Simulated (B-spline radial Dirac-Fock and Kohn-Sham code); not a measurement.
**Hf¹⁰⁺: eigenvalues, ΔSCF and the reference**

System: hafnium as Hf¹⁰⁺, 1s2 2s2 2p6 3s2 3p6 3d10 4s2 4p6 4d10 4f12 5s2 5p2.

The density-functional columns are spherical, spin-unpolarised Dirac-Kohn-Sham results without Breit or QED terms: −ε is minus the orbital energy of the initial state and ΔSCF the difference of two total energies. The reference in the last column comes from multi-electron Dirac-Fock with separately optimised hole states, Breit and Lamb-shift corrections added in first order. All numbers are from a radial finite-basis atomic code, in eV; a selection of levels is shown. For the 1s level of heavy atoms much of the gap between ΔSCF and the reference is the Breit and QED part, -318.6 eV here; for other levels the error of the functional can be larger.

```csv
level,LDA −ε,LDA ΔSCF,Dirac-Fock
K (1s),65307.4,65847.5,65541.1
L1 (2s),11316.0,11419.1,11478.2
L2 (2p1/2),10822.0,10953.0,10938.7
L3 (2p3/2),9631.5,9745.8,9760.3
M1 (3s),2719.2,2753.0,2805.1
M2 (3p1/2),2499.1,2535.0,2567.8
M3 (3p3/2),2244.0,2277.2,2311.9
M4 (3d3/2),1869.2,1908.0,1916.0
M5 (3d5/2),1813.5,1851.3,1861.4
N1 (4s),690.7,708.6,737.1
N2 (4p1/2),600.3,618.1,638.6
N3 (4p3/2),541.1,558.3,579.5
N4 (4d3/2),391.6,408.5,417.8
N5 (4d5/2),380.6,397.3,406.9
"N6,7 (4f)",192.6,208.2,204.8
O1 (5s),225.9,236.6,232.3
"O2,3 (5p)",188.2,198.0,195.2
```

Values without a named source are computed, but for edge energies of neutral atoms, which are taken from tables.
